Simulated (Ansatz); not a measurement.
Several settings on one geometry of the cluster Be7⁺ (the lowest doublet isomer of a short search) (that of the charge 1 doublet, r2SCAN/def2-TZVP). Ansatz on 4 threads of Arm Neoverse V2 on a shared host; times are rough.

```xyz
7

Be    0.1287    1.2116   -0.1517
Be   -1.5358    0.2162    0.7533
Be   -0.1240   -1.2098    0.1438
Be    0.8302   -0.0645   -1.5773
Be    1.6972   -0.2686    0.3337
Be   -1.2229    0.2765   -1.3238
Be    0.2266   -0.1614    1.8220
```

Totals from different functionals, basis sets or treatments of relativity can't be compared as stabilities.

LC-ωPBE has ω = 0.4 bohr⁻¹.

Question: Give the basis size and estimate the energy, ⟨S²⟩ and time of these runs.

| run | method | charge | state | further keys |
| --- | --- | --- | --- | --- |
| 1 | UKS ωB97M-V/def2-SVP | 1 | doublet | scf: {lower_state_search: off}; forces asked |
| 2 | UKS LC-ωPBE/def2-TZVP | 1 | doublet | – |
| 3 | UKS revPBE/def2-SVP | 1 | doublet | point_charges: [{charge: -1.00, position_ang: [4.676, 0.585, -0.527]}]; scf: {omitted_lower_state_checks: [starts]}; forces asked |

Answer: 
```json
{"run": "1", "functions": "63", "energy (Eh)": "-102.5651", "⟨S²⟩": "0.79", "wall time": "14 s"}
{"run": "2", "functions": "133", "energy (Eh)": "-102.6049", "⟨S²⟩": "2.44", "wall time": "9.5 s"}
{"run": "3", "functions": "63", "energy (Eh)": "-102.7978", "⟨S²⟩": "1.89", "wall time": "1.2 s"}
```

At UKS LC-ωPBE/def2-TZVP, UKS revPBE/def2-SVP the charge 1 doublet is spin-contaminated (final ⟨S²⟩ up to 2.44, 0.75 for a pure state).
